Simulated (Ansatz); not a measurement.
Born–Oppenheimer molecular dynamics of H6HfO4 (11 atoms, charge 0, multiplicity 1). It starts at the highest image of a converged band, a first-order saddle point between two minima.

Computed with RKS BLYP/def2-SVP in Ansatz 0.2.0.

* ensemble: NVE (velocity Verlet)
* time step: 0.5 fs
* steps asked: 200
* starting velocities drawn for: 300 K
* seed: 4908

Frames 5 fs apart, positions in Å, forces in eV/Å.

Velocities at 30.0 fs (Å/ps):

```
Hf 1.32 -1.43 -1.90
O -8.63 7.45 1.07
O 0.12 1.99 3.36
O -3.49 0.66 8.10
O -0.54 2.83 2.79
H -9.97 -4.95 54.57
H -34.47 22.92 62.00
H 16.52 8.90 -1.57
H -13.67 22.46 3.19
H 4.60 -8.98 -19.23
H 1.82 7.77 -6.31
```

```xyz
11
Properties=species:S:1:pos:R:3:forces:R:3 time_fs=30.0 energy_less_start_eV=-0.457 T=692
Hf 0.029 0.195 -0.075 -1.09 1.48 0.14
O 1.310 -1.265 0.137 0.29 -1.34 0.65
O -0.869 -0.720 -1.537 0.01 -0.15 -0.52
O -1.604 1.115 0.722 0.09 -0.16 0.74
O 1.249 1.737 -0.435 -0.23 -0.17 0.03
H 0.171 -0.954 2.436 0.93 -0.84 -0.59
H -0.299 -0.514 2.783 -0.88 0.82 0.64
H 1.154 -2.234 0.024 0.24 0.66 0.04
H -1.709 -0.685 -2.009 -0.29 0.14 -0.22
H -2.331 1.422 1.327 0.90 -0.47 -0.74
H 0.991 2.648 -0.198 0.03 0.03 -0.17
11
Properties=species:S:1:pos:R:3:forces:R:3 time_fs=35.0 energy_less_start_eV=-0.440 T=677
Hf 0.035 0.190 -0.085 -1.91 3.01 0.76
O 1.272 -1.235 0.148 1.17 -1.17 0.89
O -0.874 -0.712 -1.529 -0.63 -0.28 -1.15
O -1.608 1.112 0.759 1.14 -0.70 -0.21
O 1.244 1.750 -0.421 -0.20 -0.27 -0.04
H 0.080 -0.936 2.746 -0.03 0.04 0.10
H -0.424 -0.445 3.059 0.08 -0.07 -0.07
H 1.255 -2.188 0.014 0.13 -0.47 -0.04
H -1.727 -0.565 -1.974 0.08 0.04 -0.05
H -2.376 1.393 1.283 0.16 -0.15 -0.04
H 1.005 2.679 -0.252 -0.01 0.02 -0.14
11
Properties=species:S:1:pos:R:3:forces:R:3 time_fs=40.0 energy_less_start_eV=-0.409 T=652
Hf 0.038 0.188 -0.093 -2.15 3.34 0.93
O 1.251 -1.228 0.172 1.48 -2.08 0.75
O -0.888 -0.707 -1.537 -0.96 -0.05 -1.32
O -1.595 1.097 0.791 1.74 -0.93 -0.69
O 1.236 1.760 -0.407 -0.21 -0.14 -0.11
H 0.002 -0.929 3.076 -1.03 1.05 0.52
H -0.549 -0.372 3.321 1.07 -1.08 -0.50
H 1.382 -2.178 0.005 0.06 0.16 0.12
H -1.734 -0.429 -1.954 0.40 -0.17 0.08
H -2.398 1.340 1.252 -0.40 0.03 0.33
H 1.019 2.709 -0.340 0.01 -0.15 -0.11
11
Properties=species:S:1:pos:R:3:forces:R:3 time_fs=45.0 energy_less_start_eV=-0.522 T=750
Hf 0.038 0.190 -0.100 -1.52 2.11 0.70
O 1.250 -1.248 0.207 0.99 -1.38 0.53
O -0.913 -0.704 -1.562 0.21 -0.03 -0.46
O -1.560 1.071 0.816 -0.44 -0.33 0.34
O 1.226 1.766 -0.395 -0.16 -0.28 -0.22
H -0.128 -0.868 3.437 1.47 -1.54 -0.32
H -0.613 -0.359 3.557 -1.45 1.53 0.33
H 1.534 -2.160 0.018 -0.06 0.19 0.17
H -1.708 -0.319 -1.946 -0.54 0.12 -0.40
H -2.445 1.265 1.250 1.51 -0.42 -0.63
H 1.033 2.717 -0.453 -0.01 0.03 -0.05
11
Properties=species:S:1:pos:R:3:forces:R:3 time_fs=50.0 energy_less_start_eV=-0.668 T=875
Hf 0.037 0.196 -0.106 -0.45 0.22 0.27
O 1.264 -1.286 0.251 -0.18 0.40 0.37
O -0.939 -0.699 -1.597 -0.58 1.00 -0.50
O -1.518 1.036 0.839 2.57 -0.74 -1.08
O 1.212 1.770 -0.387 -0.20 0.05 -0.37
H -0.195 -0.872 3.788 -0.67 0.73 0.04
H -0.735 -0.284 3.805 0.68 -0.73 -0.04
H 1.677 -2.132 0.064 0.15 -0.42 0.05
H -1.719 -0.218 -1.988 0.61 -0.56 0.19
H -2.360 1.148 1.216 -1.99 0.23 1.02
H 1.049 2.714 -0.576 0.06 -0.19 0.05
11
Properties=species:S:1:pos:R:3:forces:R:3 time_fs=55.0 energy_less_start_eV=-0.659 T=867
Hf 0.034 0.201 -0.112 0.81 -1.62 -0.45
O 1.278 -1.323 0.299 -0.28 0.26 -0.07
O -0.969 -0.683 -1.636 1.12 0.42 0.73
O -1.460 0.994 0.856 -2.16 0.05 1.16
O 1.196 1.774 -0.384 -0.11 -0.06 -0.42
H -0.296 -0.840 4.157 -0.71 0.81 -0.17
H -0.821 -0.245 4.035 0.72 -0.81 0.16
H 1.823 -2.126 0.137 -0.51 0.64 0.23
H -1.687 -0.190 -2.037 -0.77 0.31 -0.53
H -2.389 1.031 1.261 1.85 -0.09 -0.69
H 1.075 2.687 -0.691 0.05 0.09 0.04
11
Properties=species:S:1:pos:R:3:forces:R:3 time_fs=60.0 energy_less_start_eV=-0.590 T=809
Hf 0.033 0.205 -0.118 1.68 -2.69 -1.09
O 1.283 -1.351 0.347 -1.61 1.90 -0.08
O -0.989 -0.656 -1.669 -0.04 1.37 0.19
O -1.417 0.951 0.883 0.64 0.31 0.09
O 1.179 1.778 -0.387 -0.08 0.22 -0.53
H -0.433 -0.766 4.504 1.33 -1.58 0.67
H -0.870 -0.248 4.284 -1.33 1.59 -0.68
H 1.910 -2.064 0.247 0.38 -0.48 0.02
H -1.717 -0.167 -2.144 0.64 -0.55 0.38
H -2.267 0.905 1.271 -1.68 -0.02 0.89
H 1.114 2.662 -0.791 0.08 -0.07 0.14
11
Properties=species:S:1:pos:R:3:forces:R:3 time_fs=65.0 energy_less_start_eV=-0.639 T=850
Hf 0.034 0.205 -0.126 1.89 -2.95 -1.49
O 1.270 -1.357 0.393 -0.70 0.93 -0.26
O -1.003 -0.612 -1.695 1.26 0.55 1.16
O -1.381 0.912 0.920 -2.33 0.26 1.68
O 1.160 1.784 -0.398 -0.03 0.13 -0.46
H -0.517 -0.755 4.881 -0.86 1.07 -0.72
H -0.971 -0.187 4.502 0.86 -1.07 0.71
H 2.000 -2.016 0.374 -0.61 0.57 0.08
H -1.695 -0.211 -2.228 -0.51 0.23 -0.38
H -2.262 0.790 1.360 0.96 0.20 -0.38
H 1.173 2.634 -0.865 0.08 0.07 0.08
11
Properties=species:S:1:pos:R:3:forces:R:3 time_fs=70.0 energy_less_start_eV=-0.850 T=1030
Hf 0.038 0.201 -0.136 1.19 -2.22 -1.20
O 1.242 -1.346 0.436 -1.28 1.34 -0.32
O -1.004 -0.558 -1.708 0.33 0.78 0.32
O -1.369 0.878 0.975 -1.05 0.14 1.03
O 1.140 1.792 -0.416 -0.02 0.10 -0.41
H -0.655 -0.682 5.225 -0.14 0.19 -0.18
H -1.018 -0.187 4.750 0.14 -0.18 0.17
H 2.024 -1.901 0.520 0.17 -0.08 0.07
H -1.703 -0.247 -2.330 0.44 -0.18 0.44
H -2.198 0.693 1.448 0.15 0.10 -0.02
H 1.250 2.617 -0.914 0.06 0.02 0.10
11
Properties=species:S:1:pos:R:3:forces:R:3 time_fs=75.0 energy_less_start_eV=-0.994 T=1154
Hf 0.043 0.194 -0.147 -0.03 -0.81 -0.47
O 1.199 -1.316 0.474 -0.35 0.51 -0.14
O -0.997 -0.492 -1.713 0.62 0.32 0.47
O -1.368 0.847 1.044 0.57 0.04 -0.10
O 1.120 1.802 -0.441 0.01 0.01 -0.34
H -0.792 -0.606 5.548 0.57 -0.88 1.12
H -1.066 -0.190 5.019 -0.57 0.88 -1.12
H 2.034 -1.773 0.673 -0.23 0.14 -0.01
H -1.668 -0.306 -2.388 0.00 0.01 0.04
H -2.146 0.617 1.550 -0.61 -0.16 0.44
H 1.341 2.604 -0.941 0.01 -0.07 0.12
11
Properties=species:S:1:pos:R:3:forces:R:3 time_fs=80.0 energy_less_start_eV=-0.979 T=1143
Hf 0.048 0.186 -0.159 -1.15 0.89 0.36
O 1.149 -1.279 0.510 0.59 -0.38 0.24
O -0.981 -0.423 -1.712 0.40 -0.04 0.08
O -1.367 0.815 1.116 -0.66 -0.76 0.66
O 1.101 1.812 -0.470 0.00 -0.25 -0.13
H -0.912 -0.562 5.925 -0.48 0.87 -1.51
H -1.129 -0.159 5.231 0.48 -0.87 1.50
H 2.007 -1.616 0.834 -0.38 0.08 -0.10
H -1.625 -0.359 -2.426 -0.14 -0.01 -0.14
H -2.137 0.524 1.696 1.31 0.43 -0.98
H 1.437 2.583 -0.944 0.02 0.04 0.02
11
Properties=species:S:1:pos:R:3:forces:R:3 time_fs=85.0 energy_less_start_eV=-0.914 T=1086
Hf 0.051 0.179 -0.170 -1.89 2.44 1.21
O 1.106 -1.246 0.549 0.55 -0.91 0.23
O -0.962 -0.353 -1.712 -0.73 -0.47 -1.37
O -1.361 0.775 1.188 2.66 0.32 -2.23
O 1.081 1.818 -0.502 0.16 -0.17 -0.11
H -1.064 -0.465 6.215 0.09 -0.27 0.65
H -1.161 -0.182 5.530 -0.09 0.27 -0.66
H 1.934 -1.463 0.983 0.42 -0.29 0.25
H -1.585 -0.423 -2.467 0.48 0.01 0.57
H -2.025 0.463 1.762 -1.55 -0.80 1.35
H 1.532 2.560 -0.935 -0.11 -0.14 0.10
```

Of the whole run (100 fs, mean temperature of the second half 986 K): The conserved energy stayed within 0.3 meV per atom of its start (net change 0.074 meV per atom), so the integration is sound. The system heated up, since it started high on the potential surface and ran downhill. A run of 0.1 ps of so small a system gives no equilibrium averages. The orbitals stay closed-shell, which can raise the energy where a bond breaks towards radicals; this wasn't checked here.

The run took 9 min on 2 threads of Arm Neoverse V1 (shared host), peak memory 0.16 GiB.
